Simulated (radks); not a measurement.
I2+, 51 electrons, occupied as [Kr] 4d10 5s2 5p3.

All-electron calculation, scalar-relativistic Kohn-Sham, BLYP, spin-polarised, spherical densities, finite nucleus; open shells are filled with parallel spins first (spin-orbit coupling, left out, can overturn this in heavy ions); Fermi nuclear charge, rms radius 4.75 fm. Program: a radial shooting solver on a logarithmic mesh with Libxc functionals.

Energy parts (eV):
| part | energy |
|---|---|
| total | -193629.785 |
| kinetic | 203241.901 |
| electron-nucleus | -467470.000 |
| Hartree | 75526.902 |
| exchange-correlation | -4928.587 |

Orbitals (lengths in bohr, moments of r in powers of bohr; r(max) is where P^2 peaks):
orbital,occ.,eigenvalue (eV),r(max),<r>,<1/r>
1s up,1,-33007.69,0.01754,0.02722,56.83
1s down,1,-33007.57,0.01754,0.02722,56.83
2s up,1,-5116.995,0.09912,0.1172,13.02
2s down,1,-5116.940,0.09912,0.1172,13.02
2p up,3,-4595.381,0.07947,0.1025,12.46
2p down,3,-4595.283,0.07947,0.1025,12.46
3s up,1,-1048.619,0.2857,0.3142,4.667
3s down,1,-1048.516,0.2857,0.3142,4.667
3p up,3,-879.5864,0.2794,0.3122,4.437
3p down,3,-879.4688,0.2794,0.3122,4.437
3d up,5,-626.2494,0.2317,0.2886,4.200
3d down,5,-626.1367,0.2317,0.2886,4.200
4s up,1,-200.5816,0.6801,0.7397,1.888
4s down,1,-200.3338,0.6803,0.7396,1.888
4p up,3,-147.5741,0.7145,0.7919,1.728
4p down,3,-147.3189,0.7147,0.7913,1.729
4d up,5,-70.3279,0.7775,0.9211,1.442
4d down,5,-69.9421,0.7774,0.9164,1.447
5s up,1,-36.6724,1.677,1.876,0.6938
5s down,1,-34.6479,1.660,1.873,0.6988
5p up,3,-25.1484,1.931,2.198,0.5847
5p down,0,-23.1024,1.925,2.231,0.5790

The highest occupied level is 5p up at -25.148 eV. Summed over all electrons, <r^2> = 41.64 bohr^2, which gives a Langevin (diamagnetic) susceptibility term of -33 x 10^-6 cm^3/mol. The electron density at the nucleus is 2.571e+05 e/bohr^3 (large components only). The density falls to 0.001 e/bohr^3 at r = 3.90 bohr. Spin moment in Bohr magnetons: 3.
